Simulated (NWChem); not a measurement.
Molecule: C$_{2}$H$_{4}$ClFSi; SMILES F[SiH2]/C=C\Cl

```xyz
9

F     -0.0318     2.7425     0.0000
Si     0.4791     1.1961     0.0000
C     -1.0552     0.1335     0.0000
C     -1.0366    -1.1994     0.0000
Cl     0.4414    -2.1042     0.0000
H      1.2951     0.9840     1.2263
H      1.2951     0.9840    -1.2263
H     -2.0425     0.6109     0.0000
H     -1.9222    -1.8413     0.0000
```
Atoms are numbered in this order, from 1.

Program: NWChem. Medium grid unless said otherwise, to which SCAN and Minnesota functionals are sensitive. The geometry was optimised at PBE0/def2-SVP. Hybrids' shares of exact exchange are those that their runs print; pure functionals count as 0. The functionals differ in more than this share.

| row | share of exact exchange | highest occupied level (eV) |
|---|---|---|
| PBE/def2-TZVP | 0.00 | -6.73 |
| r2SCAN/def2-TZVP | 0.00 | -6.97 |
| TPSSh/def2-TZVP | 0.10 | -7.23 |
| B3LYP/def2-TZVP | 0.20 | -7.66 |
| PBE0/def2-TZVP | 0.25 | withheld |
| M06-2X/def2-TZVP | 0.54 | -9.09 |

**Question.** Fit a straight line of the last column on the one before it, predict the withheld value, and compare with the run.

**Answer.** 
1. Means of the 5 shown rows: x = 0.168, y = -7.536. Slope Σ(x − x̄)(y − ȳ)/Σ(x − x̄)² = -0.8334/0.2005 = -4.157; intercept -6.838.
2. The shown rows scatter about the line by 0.077 (root mean square); the largest residual is -0.13, at r2SCAN/def2-TZVP.
3. At x = 0.25 (PBE0/def2-TZVP; inside the shown range) the line gives -7.88.
4. The run gives -7.90, -0.02 from the line, 0.3 times the scatter.
